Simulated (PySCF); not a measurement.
Ga(F)2(NCO) (CF2GaNO), SMILES [Ga]([F])([N]=C=O)[F].

Coordinates come from a TPSSh-D3(BJ)/def2-SVP optimisation. The structure was generated by enumeration; whether it is a known compound was not checked. The values are those of a single conformer.

Calculation: TDA-B3LYP/def2-SVPD (PySCF).

Vertical excitations. Gas-phase values at a fixed geometry. State labels are in the subgroup Cs.

Estimate the UV-visible absorptions. (An estimate is asked for; the answer gives what the named calculation found.)


```tsv
state	symmetry	energy (eV)	λ (nm)	f	main pairs
S1	A"	5.79	214	0.007	HOMO−1→LUMO 99 %
S2	A'	5.83	213	0.014	HOMO→LUMO 94 %
S3	A"	6.24	199	0.001	HOMO→LUMO+1 98 %
S4	A'	6.81	182	0.129	HOMO−1→LUMO+1 78 %, HOMO→LUMO+2 13 %
S5	A"	7.58	164	0.002	HOMO−1→LUMO+2 87 %
S6	A'	7.59	163	0.023	HOMO−2→LUMO 95 %
S7	A"	7.64	162	0.000	HOMO−3→LUMO 95 %
S8	A'	7.79	159	0.064	HOMO−4→LUMO 96 %
S9	A'	8.21	151	0.122	HOMO→LUMO+2 59 %, HOMO→LUMO+3 20 %, HOMO−1→LUMO+5 12 %
S10	A"	8.24	150	0.069	HOMO−5→LUMO 97 %
T1	A'	5.43	229	0	HOMO→LUMO 96 %
T2	A"	5.47	227	0	HOMO−1→LUMO 97 %
T3	A'	5.95	208	0	HOMO−1→LUMO+1 93 %
T4	A"	6.10	203	0	HOMO→LUMO+1 95 %
```
Triplets are in the Tamm–Dancoff approximation.
